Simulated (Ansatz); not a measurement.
Stepwise reaction of `[SiH3][O][AlH][O][SiH3]` with hydrogen, as a gas-phase model of exchange steps in deposition or etching. ΔE in kJ/mol.

Calculated with Ansatz (gas phase, PBE0-D4/def2-TZVP geometries, no zero-point term in ΔE). CCSD(T)/CBS adds triple-zeta CCSD(T) − MP2 to the extrapolated MP2 energy (def2 sets, frozen cores). This one scheme is used for every species. DFT in def2-TZVPP. B3LYP here is the variant with VWN-RPA as its local correlation; programs differ in this. Each species was taken in one conformer, which may not be the lowest.

```json
{"step": "1", "reaction": "`[SiH3][O][AlH][O][SiH3]` + H₂ → `[AlH2][O][SiH3]` + `O[SiH3]`", "PBE-D4": "140.5", "B3LYP-D4": "151.3", "ωB97M-V": "146.6", "CCSD(T)/CBS": "150.5"}
{"step": "2", "reaction": "`[AlH2][O][SiH3]` + H₂ → `[AlH3]` + `O[SiH3]`", "PBE-D4": "139.8", "B3LYP-D4": "150.2", "ωB97M-V": "146.2", "CCSD(T)/CBS": "149.5"}
```

(1) By hand: ΔE of the 2 steps together at CCSD(T)/CBS.

## Answers

(1) (150.5) + (149.5) = 300.0 kJ/mol, or 150.0 kJ/mol a step.

In ΔE the steps differ by no more than 1.0 kJ/mol. All are uphill at CCSD(T)/CBS. PBE-D4 differs from CCSD(T)/CBS by -10.0 to -9.7 kJ/mol a step. Isolated molecules leave out the surface, adducts and barriers. Largest T1 diagnostic: 0.012.
